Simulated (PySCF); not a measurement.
A geometry optimisation, as run on `C(C=C)N(C)N(C)C`.

The calculation used PySCF, PBE0-D3(BJ)/def2-SVP geometry optimisation, gas phase.

Input of the driver that calls PySCF (job settings, then Cartesian coordinates in Å, the GFN2-xTB start):

```
{"job": {"xc": "PBE0", "basis": "def2-SVP", "d3": "d3bj", "grid": 1, "kind": "geom"}, "charge": 0, "multiplicity": 1}
C      3.2636     0.4131    -0.0716
C      2.1334    -0.0012    -0.6124
C      0.7805     0.5278    -0.2576
N     -0.1196    -0.5822     0.0459
C      0.2104    -1.2265     1.2980
N     -1.5007    -0.3145    -0.0356
C     -1.9654     0.8935     0.6217
C     -1.9717    -0.4158    -1.3989
H      3.2824     1.1815     0.6844
H      4.2183     0.0109    -0.3640
H      2.1292    -0.7772    -1.3650
H      0.8642     1.2459     0.5761
H      0.3744     1.0527    -1.1290
H     -0.5119    -2.0207     1.4710
H      1.2080    -1.6549     1.2123
H      0.2008    -0.5404     2.1587
H     -3.0492     0.8333     0.7145
H     -1.5379     0.9462     1.6214
H     -1.7136     1.8155     0.0757
H     -1.5476    -1.3153    -1.8380
H     -3.0576    -0.5013    -1.3843
H     -1.7006     0.4489    -2.0240
```

Output:

```
step   0  E = -345.83697898  max force = 0.013020
step   1  E = -345.83961341  max force = 0.002489
step   2  E = -345.83968910  max force = 0.000714
step   3  E = -345.83971579  max force = 0.001921
step   4  E = -345.83977063  max force = 0.001191
step   5  E = -345.83979532  max force = 0.000426
step   6  E = -345.83980265  max force = 0.000157
optimisation converged
```

Energies are in Eh and forces in Eh/bohr. The run used 182 basis functions and 44 SCF iterations in all.

The run took 82 s of wall time on an Arm Neoverse V1 with one thread, shared host with 32 logical CPUs at a one-minute load of 20, and the process peaked at 0.72 GiB of memory.

**Question.** How much energy does the optimisation gain, and how much of it in the first step?

**Answer.** 1.8 kcal/mol (77 meV) from step 0 to step 6; the first step changes the energy by -1.7 kcal/mol. The largest force component goes from 0.0130 to 0.00016 Eh/bohr.

Final geometry (Å):

```
atom  x, y, z in Å
C1     3.2305    0.6226   -0.0045
C2     2.0739    0.1904   -0.5072
C3     0.7215    0.6872   -0.1031
N4    -0.1638   -0.4087    0.2522
C5     0.1749   -1.0607    1.4904
N6    -1.5352   -0.1442    0.1551
C7    -1.9932    1.0615    0.8058
C8    -2.0199   -0.2988   -1.1899
H9     3.2597    1.3881    0.7783
H10    4.1895    0.2331   -0.3561
H11    2.0672   -0.5882   -1.2801
H12    0.8270    1.4445    0.7052
H13    0.2712    1.2055   -0.9683
H14   -0.4646   -1.9445    1.6186
H15    1.2268   -1.3811    1.4586
H16    0.0544   -0.4095    2.3850
H17   -3.0922    1.0473    0.8674
H18   -1.6057    1.1052    1.8349
H19   -1.6997    1.9994    0.2856
H20   -1.6917   -1.2713   -1.5814
H21   -3.1209   -0.2690   -1.1901
H22   -1.6690    0.4935   -1.8900
```

Point group C1. No frequency check. After the best overlay, start and end differ by 0.08 Å (root mean square over atoms).
